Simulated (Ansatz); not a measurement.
PtH, multiplicity 2 (lowest of 2S+1 = 2, 4 at CCSD(T)/def2-TZVPP on PBE0 minima; our sources give no spin for the ground state, which may be another), most abundant isotopes (194.9648 and 1.0078 u). Constants from fifth-degree fits in 1/R to seven points on the lowest solution found; no spin–orbit coupling, no relativity up to Kr; ω_e x_e and α_e move by some per cent with the fit.

Correlated levels freeze the inner cores; with def2 sets outer-core shells near the valence are correlated too. CBS: X⁻³ extrapolation of the correlation energy, Hartree–Fock from the larger set.

Codes used: Ansatz (Gaussian basis) for Hartree–Fock, density functionals and correlated methods. Each number belongs to the level named beside it. In def2 rows elements past Kr take small-core potentials, without spin–orbit coupling.

```csv
level,r_e (Å),ω_e (cm⁻¹),ω_e x_e (cm⁻¹),α_e (cm⁻¹)
PBE/def2-TZVPP,1.5253,2364.8,41.0,0.201
"CCSD(T)/CBS(def2-TZVPP, def2-QZVPP)",1.5046,2398.2,29.2,0.191
```

Derive the rotational constants, the centrifugal constant, the fundamental, the zero-point energy and the force constant.


μ = 1.00264 u.
- PBE/def2-TZVPP: B_e = 16.8576/(μ r_e²) = 7.2272 cm⁻¹; B₀ = B_e − α_e/2 = 7.1268 cm⁻¹; D = 4B_e³/ω_e² = 2.70e-04 cm⁻¹; fundamental ω_e − 2ω_e x_e = 2283 cm⁻¹; zero-point energy ω_e/2 − ω_e x_e/4 = 1172 cm⁻¹; k = μ(2πcω_e)² = 330 N/m
- CCSD(T)/CBS(def2-TZVPP, def2-QZVPP): B_e = 16.8576/(μ r_e²) = 7.4265 cm⁻¹; B₀ = B_e − α_e/2 = 7.3312 cm⁻¹; D = 4B_e³/ω_e² = 2.85e-04 cm⁻¹; fundamental ω_e − 2ω_e x_e = 2340 cm⁻¹; zero-point energy ω_e/2 − ω_e x_e/4 = 1192 cm⁻¹; k = μ(2πcω_e)² = 340 N/m

Ansatz is a program for electronic structure.
